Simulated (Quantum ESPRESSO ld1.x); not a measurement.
Problem. The mean radii <r> (bohr) of the occupied orbitals of an atom or ion are listed with their occupations. All-electron calculation, scalar-relativistic Kohn-Sham, LDA (Slater exchange, VWN5 correlation), spin-polarised, spherical densities, point nucleus. Program: ld1.x of Quantum ESPRESSO 7.5.

| orbital | occ. | <r> |
|---|---|---|
| 1s up | 1 | 0.07702 |
| 1s down | 1 | 0.07701 |
| 2s up | 1 | 0.3650 |
| 2s down | 1 | 0.3647 |
| 2p up | 3 | 0.3275 |
| 2p down | 3 | 0.3273 |
| 3s up | 1 | 1.095 |
| 3s down | 1 | 1.101 |
| 3p up | 3 | 1.155 |
| 3p down | 1 | 1.165 |

Name the element and its charge. Open shells, if any, are filled with parallel spins first.

Solution. Z = 20, calcium, charge +4: Ca4+ in [Ne] 3s2 3p4. The 1s radius gives Z: for a bare nucleus <r> = (2 gamma + 1)/(2Z) with gamma = sqrt(1 - (Z/c)^2), 0.07446 bohr for Z = 20, and screening makes it slightly larger (0.07702 here). The occupations add up to 16, and the charge is Z minus that.
